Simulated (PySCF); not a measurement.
Mg(Br)(OSiH3) (BrH₃MgOSi), SMILES [SiH3][O][Mg][Br].

The structure is a stationary point at r2SCAN-D4/def2-SVP. The structure was generated by enumeration; whether it is a known compound was not checked. One conformer was computed; it need not be the lowest.

Method: CAM-B3LYP/def2-TZVP run with PySCF.

Symmetry labels are those of the subgroup Cs that the program uses (full group C3v).

List the valence orbital energies around the gap with their symmetry. (An estimate is asked for; the answer gives what the named calculation found.)


| orbital | symmetry | energy (eV) |
|---|---|---|
| HOMO−7 | A' | -12.89 |
| HOMO−6 | A' | -11.83 |
| HOMO−5 | A" | -11.83 |
| HOMO−4 | A' | -10.86 |
| HOMO−3 | A' | -9.80 |
| HOMO−2 | A" | -9.80 |
| HOMO−1 | A' | -9.69 |
| HOMO | A" | -9.69 |
| LUMO | A' | -1.04 |
| LUMO+1 | A" | 0.68 |
| LUMO+2 | A' | 0.68 |
| LUMO+3 | A' | 1.85 |
